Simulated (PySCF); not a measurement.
**Working out the ionisation energy of Mo**

Mo [Kr] 4d5 5s1 (7S) → Mo⁺ [Kr] 4d5 (6S). Computed with PySCF 2.14 in cc-pVDZ-PP with ECP28MDF (4s4p3d1f, 38 functions), with scalar relativity through the core potential. Frozen: 4s2 4p6. Energies in hartree (1 hartree = 27.21139 eV):

```tsv
part	Mo (lower)	Mo⁺ (upper)
UHF	-67.344165	-67.114237
MP2 opposite-spin	0.000000	0.000000
MP2 same-spin	-0.059335	-0.043391
```

What does Hartree-Fock give?

(-67.114237) − (-67.344165) = 0.229928 hartree = 6.257 eV.

What do MP2 and SCS-MP2 (6/5 opposite-spin, 1/3 same-spin) give?

The opposite-spin parts differ by 0.000 eV and the same-spin parts by 0.434 eV. MP2: 6.257 + (0.000) + (0.434) = 6.691 eV. SCS-MP2: 6.257 + 1.2 × (0.000) + (0.434)/3 = 6.402 eV.

Measured between the centres of the two terms (NIST): 7.092 eV, so MP2 (valence) is off by -0.401 eV.

A double-zeta basis recovers only part of the correlation energy.

What remains against the reference includes basis incompleteness, the frozen core and correlation beyond second order.
